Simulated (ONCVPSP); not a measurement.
# Logarithmic derivatives: Be (Z = 4), ONCV

- Element: Be (Z = 4)
- Generator: ONCVPSP 4.0.1
- Type: optimised norm-conserving Vanderbilt (ONCV)
- Functional: PBE
- Relativity: scalar-relativistic
- Frozen core: [He]
- Valence charge: 2
- Reference configuration: 2s1 (charge +1)
- Partial waves: 2s: rc 1.60 bohr, ncon 4, nbas 9, qcut 4.3 1/bohr, 2 projectors, debl 1.5 Ha; p scattering state at 0.06 Ha: rc 1.30 bohr, ncon 4, nbas 7, qcut 7.6 1/bohr, 2 projectors, debl 0.9 Ha; d scattering state at 0.14 Ha: rc 1.30 bohr, ncon 4, nbas 8, qcut 7.5 1/bohr, 2 projectors, debl 1.1 Ha
- Local potential: polynomial inside 0.95 bohr (lpopt 5, dvloc0 1 Ha)
- Core correction: Teter function, fcfact 2.5, rcfact 1.45

In the p channel the program set the typed energies aside and used 0.050, 0.950 Ha.

The phase is arctan(r·R′/R) of the radial function R(r), unwrapped; energies in Ha, scanned from -2 to 5 Ha. A pole is an energy at which the radial function vanishes at the test radius. The pseudo phase is shifted by a multiple of π to meet the all-electron one at the reference energy, and phase errors are pseudo minus all-electron; the curves can meet again beyond the range given. Levels narrower than the energy grid can be missing from the lists of poles.

| channel | radius (bohr) | reference energy (Ha) | poles, all-electron | poles, pseudo | unbroken range about the reference energy with phases within 0.05 rad | phase error 1 Ha above the reference energy (rad) |
| --- | --- | --- | --- | --- | --- | --- |
| s | 1.63 | -0.50 | 2.05 | 2.04 | below 3.4 | -0.000 |
| p | 1.32 | 0.05 | 2.51 | 2.51 | the whole range | +0.000 |
| d | 1.32 | 0.14 | none | none | the whole range | -0.000 |

Phases in the s channel:

```tsv
E (Ha)	all-electron	pseudo
-1.98	0.945	0.941
-1.62	0.783	0.780
-1.26	0.512	0.510
-0.90	0.066	0.065
-0.54	-0.478	-0.478
-0.18	-0.888	-0.888
0.18	-1.134	-1.134
0.54	-1.284	-1.284
0.90	-1.384	-1.384
1.26	-1.457	-1.457
1.62	-1.514	-1.514
1.98	-1.562	-1.564
2.34	-1.606	-1.610
2.70	-1.650	-1.659
3.06	-1.696	-1.716
3.42	-1.750	-1.797
3.78	-1.818	-1.947
4.14	-1.915	-2.391
4.50	-2.074	-3.791
4.86	-2.379	-4.385
```
